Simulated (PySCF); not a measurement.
# Niobium: a sound run and one with changed settings

Sound run: Nb [Kr] 4d4 5s1, Nb⁺ [Kr] 4d4. Calculation: PySCF 2.14, in aug-cc-pVDZ-PP with ECP28MDF (5s5p4d2f, 54 functions); scalar relativity through the core potential. The sound run starts from symmetry-adapted Hartree-Fock orbitals and uses a fine grid where one is needed.

Changed run: 6 angular points. This setting is unsound on purpose.

```
species  method  sound run (hartree)  changed run (hartree)  converged
     Nb     UHF            -56.14742              -56.14742        yes
     Nb     PBE            -56.65281              -57.88705        yes
     Nb    BP86            -56.71144              -57.95472        yes
    Nb⁺     UHF            -55.92700              -55.92700        yes
    Nb⁺     PBE            -56.38856              -57.46101        yes
    Nb⁺    BP86            -56.44197              -57.53926        yes
```

Ionisation energy of Nb:

| method | sound run (eV) | changed run (eV) |
| --- | --- | --- |
| UHF | 5.998 | 5.998 |

A coarse angular grid integrates products of high-l functions wrongly, so density functionals can shift, and the SCF can exploit the error; Hartree-Fock and MP2 need no grid.

For comparison, NIST gives 6.759 eV between the lowest levels.
